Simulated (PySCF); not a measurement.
Delta-SCF ions had no search for a lower state. Excitations are Tamm–Dancoff values on a coarser integration grid. The basis has no diffuse functions, so Rydberg states are missing or too high.

Species: C$_{2}$H$_{3}$F$_{2}$, SMILES `C[C+](F)F` (charge 1, multiplicity 1).

Q: What S1–T1 gap (TDA), adiabatic ionisation energy (no zero-point term), T1 excitation (TDA), vertical electron affinity (Delta-SCF) and HOMO does r2SCAN-D4/def2-TZVP (PySCF) give?

A: 
```yaml
S1–T1 gap (TDA): 0.57 eV
adiabatic ionisation energy (no zero-point term): 19.99 eV
T1 excitation (TDA): 6.62 eV
vertical electron affinity (Delta-SCF): 6.92 eV
HOMO: -17.55 eV
```
